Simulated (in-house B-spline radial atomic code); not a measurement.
Tc⁺. Computed with a B-spline radial atomic code. Model: non-relativistic spherical atom: semilocal Troullier-Martins pseudo-atom, one channel per l, against all electrons, high spin, G0W0 and RPA with empty states to l = 8, local potential for every l without a channel, a model core (radius 0 = none) keeps its share of the functional.

Without relativity these are model numbers for so heavy an element.

What the tables leave out is listed at the end.

The pseudopotential gives back the lowest level of each angular momentum of its own functional in the configuration it was made in; a second state of the same l is only approximately right. Exact exchange, RPA and GW see the smooth pseudo-orbitals and miss the exchange with the core, for which the functional's share stands in. The column with an uncorrelated core keeps all orbitals and exact exchange, and so separates missing core correlation from pseudisation. Only the three outermost levels and the lowest empty one were computed. RPA here is direct RPA, with no exchange kernel, and its energies carry an (l + 1/2)⁻⁴ tail. A hybrid on a potential with a model core restores only its own semilocal share of the core's exchange.

Command:
```bash
python run_psgw.py task.json out
```
Settings (lengths in bohr, energies in hartree):
```
Z                      43
electrons              42
configuration          [Kr] 4d5 5s1
generated_in           [Kr] 4d5 5s2
functional             lda,vwn
core_shells            7
radius_factor          1.3
core_correction        True
ion_configuration      [Kr] 4d5
```

Cost of the run: 61 s on 1 thread of Intel(R) Xeon(R) Platinum 8259CL CPU @ 2.50GHz (Skylake/Cascade Lake) (shared host).

Given: made with LDA VWN5; model core radius 0.742 bohr; local radius 1.649 bohr; mean-field start LDA VWN5.

Valence shells of the generating configuration: 4p, 4d, 5s.

Channel: s 3.4, p 1.34, d 1.623 (radii in bohr).

Computed: largest level miss in the spin-unpolarised generating configuration 0 eV; valence RPA correlation energy all-electron orbitals -0.63277 hartree; valence RPA correlation energy pseudo -0.7571 hartree; pseudo-atom RPA polarisability 26.98 bohr³; ionisation by mean-field pseudo minus all 0.068 eV; ionisation by RPA all-electron 15.271 eV; ionisation by RPA pseudo minus all 1.383 eV.

```
          level  occupied  mean-field all-electron (eV)  mean-field pseudo minus all (eV)  G0W0 all-electron (eV)  G0W0 uncorrelated core minus all (eV)  G0W0 pseudo minus all (eV)  exchange self-energy all-electron (eV)  exchange self-energy pseudo (eV)
          5s up         1                       -11.952                             -0.03                 -15.415                                  0.013                      -1.189                                 -12.035                           -12.951
          4d up         1                       -15.825                             0.026                 -21.024                                  0.093                        0.34                                 -29.674                           -25.274
4d down (empty)         0                       -12.397                             0.099                 -8.0083                                  0.202                       0.146                                 -10.519                           -5.9273
```

Problem. What is the all-electron RPA polarisability, core included?

Solution. 27.339 bohr³.

Problem. What is the ionisation by mean-field all-electron?

Solution. 15.312 eV.

Given: mean-field start PBE0.

Computed: all-electron RPA polarisability, core included 24.718 bohr³; pseudo-atom RPA polarisability 21.901 bohr³; ionisation by mean-field all-electron 14.757 eV; ionisation by mean-field pseudo minus all 0.676 eV; ionisation by RPA all-electron 15.122 eV; ionisation by RPA pseudo minus all 1.592 eV.

```csv
level,occupied,mean-field all-electron (eV),mean-field pseudo minus all (eV),G0W0 all-electron (eV),G0W0 uncorrelated core minus all (eV),G0W0 pseudo minus all (eV),exchange self-energy all-electron (eV),exchange self-energy pseudo (eV)
5s up,1,-12.323,-0.556,-15.227,0.015,-1.434,-11.742,-13.687
4d up,?,?,?,?,?,?,?,?
4p down,1,-51.962,1.655,-56.068,-0.304,2.641,-36.939,-24.992
4d down (empty),0,-9.9951,0.369,-7.3069,0.206,0.631,-10.018,-5.6869
```

Problem. What belongs in the row 4d up?

Solution. occupied: 1; mean-field all-electron (eV): -17.485; mean-field pseudo minus all (eV): 0.3; G0W0 all-electron (eV): -21.345; G0W0 uncorrelated core minus all (eV): 0.102; G0W0 pseudo minus all (eV): 0.666; exchange self-energy all-electron (eV): -29.916; exchange self-energy pseudo (eV): -25.43.

Problem. What is the valence RPA correlation energy all-electron orbitals?

Solution. -0.59254 hartree.

Problem. What is the valence RPA correlation energy pseudo?

Solution. -0.71392 hartree.

Among the listed levels the largest G0W0 shift of the pseudo-atom is +2.64 eV, for 4p down on the PBE0 start, while leaving the core uncorrelated moves that level by -0.30 eV. So pseudisation and the lost core exchange, not the missing core correlation, make the error. Not in the tables (levels of low weight, unsolved or above zero; the highest and the empty levels are kept at any weight): on LDA the G0W0 levels 4p down (pseudo minus all +1.23 eV, weights 0.78 and 0.74); no Hartree-Fock pseudo-atom is run with a model core.
